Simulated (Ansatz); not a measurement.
Two members of one family (Series SiCl3X), computed with Ansatz in the gas phase. The two geometries come from different levels. Binding counts from free atoms in the multiplicity of their measured ground term, without zero-point energy. A dash marks a value that wasn't run or was left out as unsound. The structures are stationary points that may keep the symmetry of their start. Remarks come from the PBE and PBE0 runs and from stability tests at other levels; not every state was tested. HOMO above LUMO (over both spins in singlets and doublets, within one spin in higher multiplets; at PBE or PBE0), or a gap under 0.15 eV within one spin, warns that the state may not be the lowest or that an electron is smeared out.

First: Si(CN)Cl3 (singlet, charge 0, PBE0-D4/def2-SVP geometry).

```xyz
6

Si    0.432   -0.002    0.233
C    -1.187    0.005   -0.640
N    -2.207    0.009   -1.191
Cl    0.430    1.519    1.578
Cl    1.895    0.260   -1.148
Cl    0.636   -1.791    1.169
```

| level | HOMO (eV) | LUMO (eV) | gap (eV) | vertical IE (eV) | vertical triplet (eV) | binding per atom (eV) |
| --- | --- | --- | --- | --- | --- | --- |
| PBE-D4/def2-TZVP | -8.47 | -2.40 | 6.07 | 11.28 | 5.78 | 4.32 |
| BLYP-D4/def2-TZVP | -8.29 | -2.22 | 6.07 | – | – | 4.15 |
| r2SCAN-D4/def2-TZVP | -8.87 | -2.23 | 6.64 | – | 5.65 | 4.18 |
| B3LYP-D4/6-31G | -9.90 | -1.85 | 8.05 | – | – | 3.32 |
| PBE0-D4/def2-TZVP | -9.92 | -1.46 | 8.46 | 11.92 | 5.73 | 4.18 |

Remarks: gap within one spin near zero at PBE or PBE0 (+1 doublet).

Second: Si(CCH)Cl3 (singlet, charge 0, r2SCAN-D4/def2-SVP geometry).

```xyz
7

Si    0.0391    0.2866   -0.9353
C    -0.0310   -0.2385    0.7923
C    -0.0837   -0.5986    1.9568
H    -0.1266   -0.9133    2.9848
Cl    1.9913    0.4664   -1.5272
Cl   -0.8941    2.0953   -1.1513
Cl   -0.8949   -1.0979   -2.1201
```

Problem. Estimate the same table for the second.

Solution. 
```json
{"level": "PBE-D4/def2-TZVP", "HOMO (eV)": "-7.64", "LUMO (eV)": "-1.98", "gap (eV)": "5.66", "vertical IE (eV)": "10.37", "vertical triplet (eV)": "4.89", "binding per atom (eV)": "4.27"}
{"level": "BLYP-D4/def2-TZVP", "HOMO (eV)": "-7.45", "LUMO (eV)": "-1.79", "gap (eV)": "5.65", "vertical IE (eV)": "10.20", "vertical triplet (eV)": "–", "binding per atom (eV)": "4.11"}
{"level": "r2SCAN-D4/def2-TZVP", "HOMO (eV)": "-7.92", "LUMO (eV)": "-1.77", "gap (eV)": "6.15", "vertical IE (eV)": "–", "vertical triplet (eV)": "4.71", "binding per atom (eV)": "4.18"}
{"level": "B3LYP-D4/6-31G", "HOMO (eV)": "-8.90", "LUMO (eV)": "-1.29", "gap (eV)": "7.61", "vertical IE (eV)": "–", "vertical triplet (eV)": "–", "binding per atom (eV)": "3.52"}
{"level": "PBE0-D4/def2-TZVP", "HOMO (eV)": "-8.91", "LUMO (eV)": "-1.07", "gap (eV)": "7.84", "vertical IE (eV)": "10.89", "vertical triplet (eV)": "4.81", "binding per atom (eV)": "4.18"}
```

Remarks: gap within one spin near zero at PBE or PBE0 (+1 doublet).
